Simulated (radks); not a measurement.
Task: Ca4+, 16 electrons, occupied as [Ne] 3s2 3p4. Calculated with a radial shooting solver on a logarithmic mesh with Libxc functionals: Dirac Kohn-Sham, PBE, spin-unpolarised, spherical densities, point nucleus; open shells fill j = l - 1/2 first. Some entries of the table are withheld. Estimate them.

| orbital | occ. | eigenvalue (hartree) | <r> (bohr) | <r^2> (bohr^2) |
|---|---|---|---|---|
| 1s1/2 | 2 | (1) | 0.07684 | 0.007941 |
| 2s1/2 | 2 | -17.34358 | 0.3635 | 0.1565 |
| 2p1/2 | 2 | -14.51817 | (2) | 0.1309 |
| 2p3/2 | 4 | -14.38199 | (3) | 0.1328 |
| 3s1/2 | 2 | -3.58300 | 1.096 | (4) |
| 3p1/2 | 2 | (5) | 1.157 | 1.553 |
| 3p3/2 | 2 | (6) | 1.163 | 1.568 |

Result: 
(1) 1s1/2 eigenvalue (hartree): -147.3185
(2) 2p1/2 <r> (bohr): 0.3252
(3) 2p3/2 <r> (bohr): 0.3277
(4) 3s1/2 <r^2> (bohr^2): 1.375
(5) 3p1/2 eigenvalue (hartree): -2.85465
(6) 3p3/2 eigenvalue (hartree): -2.83762
